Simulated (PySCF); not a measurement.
Compound: C₈H₉N (charge +1 and doublet state).
Cartesian coordinates in Å at the GFN2-xTB level; atoms count from 1:
```xyz
18
C8H9N angstrom
C      0.1641    0.1844   -2.5247
C      0.2207   -0.2562   -1.2166
C      1.4301   -0.1901   -0.4924
C      2.4686   -0.1435    0.1281
C      3.7005   -0.0636    0.8395
N     -0.8084   -0.8638   -0.6555
C     -1.8095   -0.8460    0.0903
C     -2.3535    0.3201    0.7536
C     -3.4338    0.2389    1.5279
H      1.0228    0.6486   -2.9772
H     -0.7393    0.0901   -3.1031
H      4.2146   -1.0245    0.7728
H      4.3420    0.7010    0.4020
H      3.5208    0.1616    1.8903
H     -2.3255   -1.7917    0.2472
H     -1.8355    1.2551    0.5889
H     -3.9533   -0.6908    1.6971
H     -3.8340    1.1100    2.0202
```

The hyperfine couplings belong to this conformer and change with its torsions.

Identity: `C=C(C#CC)/N=C\[CH][CH2+]` [radical] (charge +1).

Method used: UKS B3LYP, pcH-1 on C H N, non-relativistic, mean-field spin-orbit, GIAO in PySCF. Isolated species at its GFN2-xTB geometry (one conformer only). GFN2-xTB frequencies show an imaginary mode (21i cm⁻¹), so this geometry is no minimum at that level. The geometry wasn't refined by DFT: couplings that depend on bond lengths, twists or pyramidal angles can differ widely from those at the functional's own minimum, by a factor of two or more for some ions and for spin on atoms past the first row. The frame is twisted about the C2–N6 bond at this geometry (dihedral C3–C2–N6–C7 = 86°); couplings at other torsion angles weren't computed. Stability of the SCF solution: not tested.

(1) Give the principal g shifts and their parts.

(2) What are the electron Larmor frequencies g μB B/h along the three axes at 350 mT?

(3) Average each term over the three axes. Which is largest in size?

(4) What effective moment and Curie constant follow for a powder?

(5) In a frozen sample, at which fields do the three g values resonate at 9.5, 34, 94 and 263 GHz (hyperfine left aside), and which band first spreads them over more than twice a line width of 0.3 mT?

Answers

(1) 
| Δg (ppm) | 1 | 2 | 3 |
| --- | --- | --- | --- |
| relativistic mass correction | -175 | -175 | -175 |
| gauge correction | -1 | 32 | 16 |
| orbital Zeeman/spin–orbit | 34 | 385 | 1431 |
| total | -142 | 243 | 1273 |

So g = 2.00218, 2.00256, 2.00359 and g_iso = 2.00278; the tensor is rhombic: the two nearest values differ by 27 % of g3 − g1. Axes: g2 points within 4° of the C1–H10 bond.

(2) 9.8080, 9.8099, 9.8150 GHz for g1, g2 and g3, a range of 6.9 MHz.

(3) The orbital-Zeeman/spin–orbit term 617, the mass correction -175 and the gauge correction 16 ppm, for a total of 458 ppm. The orbital-Zeeman/spin–orbit term is the largest in size. The mass correction is the same along every axis, so the anisotropy comes from the other two: their spans along these axes are 34 (gauge) and 1397 ppm (orbital Zeeman/spin–orbit).

(4) With the mean of g² = 4.0111 and S(S+1) = 0.75: μ_eff = √(⟨g²⟩S(S+1)) = 1.734 μB and χT = 0.12505·⟨g²⟩·S(S+1) = 0.376 cm³ K/mol (cgs; spin-Hamiltonian part alone).

(5) 
```csv
band,GHz,B(g3) mT,B(g2) mT,B(g1) mT,spread mT
X,9.5,338.77,338.94,339.01,0.24
Q,34.0,1212.43,1213.06,1213.29,0.86
W,94.0,3352.02,3353.75,3354.39,2.37
J,263.0,9378.53,9383.36,9385.16,6.63
```

The spread grows in proportion to the frequency. Q band is the first where it exceeds 0.6 mT.

The largest Mulliken spin populations are on C1 (+0.73), N6 (+0.33) and C2 (-0.07). The angles at C1 add up to 360.0°, so it is planar; its axial dipolar tensor and the negative couplings of its protons fit spin in a p orbital normal to that plane.

The HOMO–LUMO gaps are 4.99 eV among the α and 2.86 eV among the β orbitals.

The SMILES draws the unpaired electron on C8; the largest computed Mulliken spin population is on C1 (0.73 against 0.04).
